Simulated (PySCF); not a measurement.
PySCF input for 3-silyloxypropanenitrile (C3H7NOSi), SMILES N#CCCO[SiH3], TDA-PBE/def2-SVPD. The structure is a stationary point at B3LYP-D3(BJ)/def2-SVP. One conformer was computed; it need not be the lowest.

```python
import numpy as np
from pyscf import gto, scf, dft, tdscf

mol = gto.M(
    atom='''
    N    -0.53917522    3.64051815    0.00000000
    C     0.02750146    2.63033295   -0.00000000
    C     0.70574198    1.33581190   -0.00000000
    C    -0.27725480    0.15978638   -0.00000000
    O     0.47608227   -1.02737009    0.00000000
    Si   -0.18121619   -2.56722183    0.00000000
    H     1.35668305    1.26314873   -0.88604484
    H     1.35668305    1.26314874    0.88604483
    H    -0.93031842    0.22353399    0.89115085
    H    -0.93031842    0.22353399   -0.89115085
    H    -1.02693039   -2.77351174    1.21349945
    H    -1.02693039   -2.77351174   -1.21349945
    H     0.96779470   -3.50549010    0.00000000
    ''',
    basis='def2-SVPD',
    charge=0,
    spin=0,
    symmetry=True,
    max_memory=1600,
    verbose=4,
)
mf = dft.RKS(mol, xc='pbe').density_fit(auxbasis='def2-universal-jkfit')
mf.grids.level = 3
mf.conv_tol = 1e-9
mf.max_cycle = 100
mf.kernel()
mf.grids = dft.Grids(mol).set(level=1).build(with_non0tab=True)  # coarser grid for the response kernel
td = tdscf.TDA(mf)
td.singlet = True
td.nstates = 10
td.conv_tol = 1e-4
td.positive_eig_threshold = 1e-6
td.kernel(x0=td.get_init_guess(mf, 15))
td.analyze()
tt = tdscf.TDA(mf)
tt.singlet = False
tt.nstates = 4
tt.conv_tol = 1e-4
tt.positive_eig_threshold = 1e-6
tt.kernel(x0=tt.get_init_guess(mf, 9))
tt.analyze(verbose=3)
```

Log of the run:

```
PySCF version 2.14.0

[INPUT] verbose = 4
[INPUT] num. atoms = 13
[INPUT] num. electrons = 54
[INPUT] charge = 0
[INPUT] spin (= nelec alpha-beta = 2S) = 0
[INPUT] symmetry True subgroup None
[INPUT] Mole.unit = angstrom
[INPUT] Symbol           X                Y                Z      unit          X                Y                Z       unit  Magmom
[INPUT]  1 N     -0.539175220000   3.640518150000   0.000000000000 AA   -1.018893498952   6.879582255008   0.000000000000 Bohr   0.0
[INPUT]  2 C      0.027501460000   2.630332950000   0.000000000000 AA    0.051970227426   4.970608891919   0.000000000000 Bohr   0.0
[INPUT]  3 C      0.705741980000   1.335811900000   0.000000000000 AA    1.333659056808   2.524318644935   0.000000000000 Bohr   0.0
[INPUT]  4 C     -0.277254800000   0.159786380000   0.000000000000 AA   -0.523935638721   0.301952496636   0.000000000000 Bohr   0.0
[INPUT]  5 O      0.476082270000  -1.027370090000   0.000000000000 AA    0.899665103061  -1.941448098670   0.000000000000 Bohr   0.0
[INPUT]  6 Si    -0.181216190000  -2.567221830000   0.000000000000 AA   -0.342448968437  -4.851346159705   0.000000000000 Bohr   0.0
[INPUT]  7 H      1.356683050000   1.263148730000  -0.886044840000 AA    2.563759402340   2.387005154292  -1.674382081684 Bohr   0.0
[INPUT]  8 H      1.356683050000   1.263148740000   0.886044830000 AA    2.563759402340   2.387005173189   1.674382062787 Bohr   0.0
[INPUT]  9 H     -0.930318420000   0.223533990000   0.891150850000 AA   -1.758047022438   0.422418020631   1.684031042173 Bohr   0.0
[INPUT] 10 H     -0.930318420000   0.223533990000  -0.891150850000 AA   -1.758047022438   0.422418020631  -1.684031042173 Bohr   0.0
[INPUT] 11 H     -1.026930390000  -2.773511740000   1.213499450000 AA   -1.940617186093  -5.241177591866   2.293181612810 Bohr   0.0
[INPUT] 12 H     -1.026930390000  -2.773511740000  -1.213499450000 AA   -1.940617186093  -5.241177591866  -2.293181612810 Bohr   0.0
[INPUT] 13 H      0.967794700000  -3.505490100000   0.000000000000 AA    1.828866927806  -6.624416221374   0.000000000000 Bohr   0.0

nuclear repulsion = 263.009640972687
point group symmetry = Cs
symmetry origin: [-6.99898584e-10 -1.39979682e-09 -3.49949279e-10]
symmetry axis x: [ 1.00000000e+00 -3.75699128e-10 -1.34106067e-09]
symmetry axis y: [-3.75699128e-10 -1.00000000e+00  1.39298071e-11]
symmetry axis z: [1.34106067e-09 1.39298292e-11 1.00000000e+00]
num. orbitals of irrep A' = 119
num. orbitals of irrep A" = 64
number of shells = 79
number of NR pGTOs = 265
number of NR cGTOs = 183
basis = def2-SVPD
ecp = {}


[settings echo left out]
init E= -537.609685839055
HOMO (A") = -0.334908321055558  LUMO (A') = -0.0659384297730665  gap/eV = 7.31904
cycle= 1 E= -537.16125395746  delta_E= 0.448  |g|= 0.771  |ddm|= 4.63
HOMO (A") = -0.125904526667252  LUMO (A') = -0.0248526938278011  gap/eV = 2.74976
cycle= 2 E= -536.446068042036  delta_E= 0.715  |g|= 1.98  |ddm|= 3.13
HOMO (A") = -0.26185603034983  LUMO (A') = -0.033321739638732  gap/eV = 6.21873
cycle= 3 E= -537.269892208081  delta_E= -0.824  |g|= 0.246  |ddm|= 2.45
HOMO (A") = -0.270519008158649  LUMO (A') = -0.0378580264444648  gap/eV = 6.33103
cycle= 4 E= -537.275188605663  delta_E= -0.0053  |g|= 0.203  |ddm|= 0.398
HOMO (A") = -0.260069166468377  LUMO (A') = -0.0369580254772459  gap/eV = 6.07116
cycle= 5 E= -537.283661305569  delta_E= -0.00847  |g|= 0.0565  |ddm|= 0.244
HOMO (A") = -0.262862793849224  LUMO (A') = -0.0378753844979172  gap/eV = 6.12222
cycle= 6 E= -537.284411607892  delta_E= -0.00075  |g|= 0.00897  |ddm|= 0.0816
HOMO (A") = -0.262635713022762  LUMO (A') = -0.0373735296746829  gap/eV = 6.12970
cycle= 7 E= -537.284431131267  delta_E= -1.95e-05  |g|= 0.00248  |ddm|= 0.0142
HOMO (A") = -0.262659035501176  LUMO (A') = -0.0373296830960883  gap/eV = 6.13152
cycle= 8 E= -537.284432669631  delta_E= -1.54e-06  |g|= 0.000408  |ddm|= 0.00479
HOMO (A") = -0.262689950257277  LUMO (A') = -0.0373503846674739  gap/eV = 6.13180
cycle= 9 E= -537.284432711721  delta_E= -4.21e-08  |g|= 9.07e-05  |ddm|= 0.000865
HOMO (A") = -0.262691492799415  LUMO (A') = -0.0373499149403465  gap/eV = 6.13186
cycle= 10 E= -537.284432713332  delta_E= -1.61e-09  |g|= 4.21e-05  |ddm|= 0.000144
HOMO (A") = -0.262697005246957  LUMO (A') = -0.0373511653496217  gap/eV = 6.13197
cycle= 11 E= -537.284432713675  delta_E= -3.43e-10  |g|= 2.01e-05  |ddm|= 8.34e-05
HOMO (A") = -0.262691032876689  LUMO (A') = -0.0373501003955634  gap/eV = 6.13184
Extra cycle  E= -537.284432713392  delta_E= 2.83e-10  |g|= 4.17e-05  |ddm|= 8.33e-05
converged SCF energy = -537.284432713392
tot grids = 49560
Overwritten attributes  positive_eig_threshold  of <class 'pyscf.tdscf.rks.TDA'>


******** <class 'pyscf.tdscf.rks.TDA'> for <class 'pyscf.df.df_jk.DFSymAdaptedRKS'> ********
nstates = 10 singlet
deg_eia_thresh = 1.000e-03
wfnsym = None
conv_tol = 0.0001
eigh lindep = 1e-12
eigh level_shift = 0
eigh max_cycle = 100


Excitation energies (eV)
[6.22131673 6.51539498 6.81336391 6.93657876 7.11672031 7.13827171
 7.25952999 7.31854543 7.3643076  7.48335676]

** Singlet excitation energies and oscillator strengths **
Excited State   1:   A"      6.22132 eV    199.29 nm  f=0.0004
      27 -> 28       -0.70381
Excited State   2:   A"      6.51539 eV    190.29 nm  f=0.0015
      27 -> 29       -0.70434
Excited State   3:   A'      6.81336 eV    181.97 nm  f=0.0198
      27 -> 30       -0.70465
Excited State   4:   A'      6.93658 eV    178.74 nm  f=0.0119
      26 -> 28       -0.69556
Excited State   5:   A"      7.11672 eV    174.22 nm  f=0.0119
      27 -> 31       -0.69672
Excited State   6:   A"      7.13827 eV    173.69 nm  f=0.0004
      25 -> 28        0.70303
Excited State   7:   A"      7.25953 eV    170.79 nm  f=0.0165
      27 -> 32       -0.70174
Excited State   8:   A'      7.31855 eV    169.41 nm  f=0.0062
      24 -> 28       -0.18578
      24 -> 29       -0.17610
      26 -> 29       -0.64486
Excited State   9:   A'      7.36431 eV    168.36 nm  f=0.0084
      24 -> 28       -0.67063
      26 -> 29        0.17992
Excited State  10:   A"      7.48336 eV    165.68 nm  f=0.0006
      25 -> 29       -0.34397
      26 -> 30       -0.61731

** Transition electric dipole moments (AU) **
state          X           Y           Z        Dip. S.      Osc.
  1        -0.0000      0.0000      0.0496      0.0025      0.0004
  2         0.0000     -0.0000      0.0969      0.0094      0.0015
  3         0.1171      0.3239     -0.0000      0.1186      0.0198
  4         0.0040     -0.2651      0.0000      0.0703      0.0119
  5         0.0000     -0.0000     -0.2609      0.0680      0.0119
  6        -0.0000      0.0000     -0.0506      0.0026      0.0004
  7         0.0000      0.0000      0.3045      0.0927      0.0165
  8         0.1370      0.1247      0.0000      0.0343      0.0062
  9        -0.0155     -0.2153      0.0000      0.0466      0.0084
 10        -0.0000      0.0000      0.0580      0.0034      0.0006

** Transition velocity dipole moments (imaginary part, AU) **
state          X           Y           Z        Dip. S.      Osc.
  1         0.0000     -0.0000     -0.0043      0.0000      0.0001
  2         0.0000      0.0000      0.0454      0.0021      0.0057
  3         0.0196      0.0608      0.0000      0.0041      0.0109
  4        -0.0101     -0.0575      0.0000      0.0034      0.0089
  5        -0.0000      0.0000     -0.0509      0.0026      0.0066
  6        -0.0000      0.0000     -0.0022      0.0000      0.0000
  7        -0.0000      0.0000      0.0811      0.0066      0.0164
  8         0.0428      0.0200      0.0000      0.0022      0.0055
  9        -0.0082     -0.0432      0.0000      0.0019      0.0048
 10        -0.0000      0.0000      0.0116      0.0001      0.0003

** Transition magnetic dipole moments (imaginary part, AU) **
state          X           Y           Z
  1         0.4481     -0.4786      0.0000
  2         0.0407      0.0503     -0.0000
  3        -0.0000     -0.0000      0.0045
  4        -0.0000     -0.0000     -0.2235
  5        -0.2758      0.6427     -0.0000
  6         0.1532      0.1511     -0.0000
  7         0.1733      0.2999     -0.0000
  8        -0.0000     -0.0000     -0.1877
  9        -0.0000      0.0000     -0.6307
 10         0.0112     -0.1992      0.0000


******** <class 'pyscf.tdscf.rks.TDA'> for <class 'pyscf.df.df_jk.DFSymAdaptedRKS'> ********
nstates = 4 triplet
deg_eia_thresh = 1.000e-03
wfnsym = None
conv_tol = 0.0001
eigh lindep = 1e-12
eigh level_shift = 0
eigh max_cycle = 100


Excitation energies (eV)
[5.95801623 6.34785503 6.43505337 6.672853  ]

** Triplet excitation energies and oscillator strengths **
Excited State   1:   A"      5.95802 eV    208.10 nm  f=0.0000
Excited State   2:   A'      6.34786 eV    195.32 nm  f=0.0000
Excited State   3:   A"      6.43505 eV    192.67 nm  f=0.0000
Excited State   4:   A'      6.67285 eV    185.80 nm  f=0.0000
```

The run converged.
